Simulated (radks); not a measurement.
Results of a calculation; reference values are marked as such.
Q: V2.75+, configuration [Ar] 3d1.25 4s1 (fractional occupations, a model configuration). Code: a radial shooting solver on a logarithmic mesh with Libxc functionals. Model: scalar-relativistic Kohn-Sham, BLYP, spin-unpolarised, spherical densities, finite nucleus; Fermi nuclear charge, rms radius 3.6002 fm. Some entries of the table are withheld. Estimate them.

| orbital | occ. | eigenvalue (eV) | <r^2> (bohr^2) | <1/r> (bohr^-1) |
|---|---|---|---|---|
| 1s | 2 | -5404.602 | 0.005937 | 22.84 |
| 2s | 2 | -641.8818 | 0.1124 | 4.797 |
| 2p | 6 | -542.4989 | (1) | 4.700 |
| 3s | 2 | (2) | 0.9919 | 1.519 |
| 3p | 6 | -79.7208 | 1.125 | (3) |
| 3d | 1.25 | -39.0707 | 1.588 | (4) |
| 4s | 1 | -27.7625 | (5) | 0.5362 |

A: 
(1) 2p <r^2> (bohr^2): 0.09259
(2) 3s eigenvalue (eV): -106.3447
(3) 3p <1/r> (bohr^-1): 1.398
(4) 3d <1/r> (bohr^-1): 1.126
(5) 4s <r^2> (bohr^2): 6.954
